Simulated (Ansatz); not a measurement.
Ansatz results at the PBE0-D4/def2-TZVP geometry: HOMO–LUMO gap (ωB97M-V/def2-TZVPP) 10.04 eV; HOMO–LUMO gap (B3LYP/def2-TZVPP) 5.97 eV; LUMO energy (B3LYP/def2-TZVPP) -0.51 eV.

Each molecule was computed in one conformer, which needn't be the lowest.

**Question.** Which molecule gave them?
A. `C[O][Zr]([Cl])([Cl])[Cl]`
B. `C[O][Zr]([Cl])([Cl])[NH]C(C)(C)C`
C. `C[O][Zr]([OH])([O]C(C)C)[N](C)C`
D. `C[NH][Zr]([Cl])([NH]C)[NH]C`

**Answer.** D. The others give `C[O][Zr]([Cl])([Cl])[NH]C(C)(C)C`: 10.45, 5.74, -1.27; `C[O][Zr]([Cl])([Cl])[Cl]`: 11.71, 6.90, -1.99; `C[O][Zr]([OH])([O]C(C)C)[N](C)C`: 9.27, 5.61, -0.16.

B3LYP here is the variant with VWN-RPA as its local correlation; programs differ in this.
